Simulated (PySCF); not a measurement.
InCl2(NH2).
Structure used (PBE0-D3(BJ)/def2-SVP), in Å, numbered top down from 1:
```
atom  x, y, z in Å
In1    0.3332    0.6546   -0.0033
Cl2    2.6176    0.9838    0.3279
Cl3   -0.9192    2.5864   -0.3614
N4    -0.5510   -1.1392    0.2152
H5    -1.4492   -1.2363   -0.2522
H6     0.0317   -1.9453    0.0045
```

Method: PySCF, PBE0-D3(BJ)/def2-SVP geometry optimisation, gas phase, def2 core potentials past Kr.

Take the most abundant isotopes and a rigid rotor. 

(1) Give the principal moments of inertia and the rotational constants in MHz.

(2) Classify the top.

(3) Is it planar, by Δ = Ic − Ia − Ib?

(4) Give the other two planar moments, Paa and Pbb, and the rms extents of the mass along the axes.

(5) List the rotational levels J(Ka,Kc) to J = 4 (cm⁻¹).

(6) Which types of transition are allowed, and where do some lines up to J = 3 fall?

(7) Estimate the classical rotational partition function at 50 K, 100 K and 200 K.

Answers

(1) Ia = 162.55, Ib = 273.73, Ic = 435.50 u·Å²; 505379 MHz·u·Å²/I gives A = 3109, B = 1846, C = 1160 MHz.

(2) An asymmetric top; Ray's κ = -0.296.

(3) Not planar: Δ = Ic − Ia − Ib = -0.78 u·Å². For a rigid frame Δ = −2 Σ m c², so Σ m c² = 0.39 u·Å² lies off the ab plane: 0.13 from hydrogen and 0.26 from heavier atoms. The atom farthest from that plane is 0.27 Å away.

(4) Paa = Σ m a² = (Ib + Ic − Ia)/2 = 273.34 and Pbb = Σ m b² = (Ia + Ic − Ib)/2 = 162.16 u·Å². With the mass M = 200.86 u, the rms extents √(P/M) along a, b and c are 1.17, 0.90, 0.04 Å.

(5) Above 0(0,0):
J = 1: 1(0,1) 0.1003, 1(1,1) 0.1424, 1(1,0) 0.1653
J = 2: 2(0,2) 0.2938, 2(1,2) 0.3201, 2(1,1) 0.3888, 2(2,1) 0.5151, 2(2,0) 0.5222
J = 3: 3(0,3) 0.5699, 3(1,3) 0.5828, 3(1,2) 0.7186, 3(2,2) 0.8160, 3(2,1) 0.8479, 3(3,1) 1.0877, 3(3,0) 1.0892
J = 4: 4(0,4) 0.9221, 4(1,4) 0.9273, 4(1,3) 1.1465, 4(2,3) 1.2115, 4(2,2) 1.2922, 4(3,2) 1.4998, 4(3,1) 1.5094, 4(4,1) 1.8656, 4(4,0) 1.8658

(6) The dipole components are |μa| = 0.00 D, |μb| = 3.00 D, |μc| = 1.15 D; the mirror of this Cs structure is the bc plane, so μa vanishes by symmetry (the 0.03 D computed is a residue) and there are no a-type lines. The squared components, which scale the intensities, stand as 1.00 : 0.15 (b : c). Some lines, for components of 0.1 D or more:

| type | branch | J(Ka,Kc) | MHz | lower level (cm⁻¹) |
| --- | --- | --- | --- | --- |
| c | Q | 2(1,2) ← 2(0,2) | 790 | 0.294 |
| c | Q | 1(1,1) ← 1(0,1) | 1263 | 0.100 |
| b | Q | 2(1,1) ← 2(0,2) | 2847 | 0.294 |
| c | Q | 3(2,2) ← 3(1,2) | 2921 | 0.719 |
| c | Q | 2(2,1) ← 2(1,1) | 3789 | 0.389 |
| b | Q | 3(2,1) ← 3(1,2) | 3877 | 0.719 |
| b | Q | 2(2,0) ← 2(1,1) | 4001 | 0.389 |
| b | R | 1(1,1) ← 0(0,0) | 4270 | 0.000 |
| b | R | 2(0,2) ← 1(1,1) | 4538 | 0.142 |
| c | R | 1(1,0) ← 0(0,0) | 4955 | 0.000 |
| b | R | 3(1,2) ← 2(2,1) | 6099 | 0.515 |
| b | Q | 3(2,2) ← 3(1,3) | 6992 | 0.583 |
| c | Q | 3(3,1) ← 3(2,1) | 7190 | 0.848 |
| b | Q | 3(3,0) ← 3(2,1) | 7234 | 0.848 |
| b | R | 3(0,3) ← 2(1,2) | 7487 | 0.320 |
| c | R | 2(1,1) ← 1(0,1) | 8648 | 0.100 |
| b | R | 2(2,1) ← 1(1,0) | 10488 | 0.165 |
| c | R | 2(2,0) ← 1(1,0) | 10700 | 0.165 |
| c | R | 2(2,1) ← 1(1,1) | 11174 | 0.142 |
| c | R | 3(1,2) ← 2(0,2) | 12735 | 0.294 |
| b | R | 3(2,2) ← 2(1,1) | 12809 | 0.389 |
| c | R | 3(2,1) ← 2(1,1) | 13765 | 0.389 |
| c | R | 3(2,2) ← 2(1,2) | 14866 | 0.320 |
| b | R | 3(2,1) ← 2(1,2) | 15822 | 0.320 |
| b | R | 3(3,1) ← 2(2,0) | 16954 | 0.522 |
| c | R | 3(3,0) ← 2(2,0) | 16997 | 0.522 |
| c | R | 3(3,1) ← 2(2,1) | 17166 | 0.515 |
| b | R | 3(3,0) ← 2(2,1) | 17210 | 0.515 |

(7) Point group Cs, symmetry number σ = 1; q = (√π/σ)·√((kT/h)³/(ABC)), k/h = 20836.6 MHz/K: 23100 at 50 K, 65300 at 100 K, 185000 at 200 K.

No PBE0-D3(BJ)/def2-SVP frequencies stand behind this structure, so it isn't proved a minimum. No vibrational averaging or centrifugal distortion is included, and the geometry carries the error of its method. A rigid rotor knows nothing of inversion at nitrogen, which can split or shift real lines. Quadrupole hyperfine structure (14N, 35Cl) is left out.
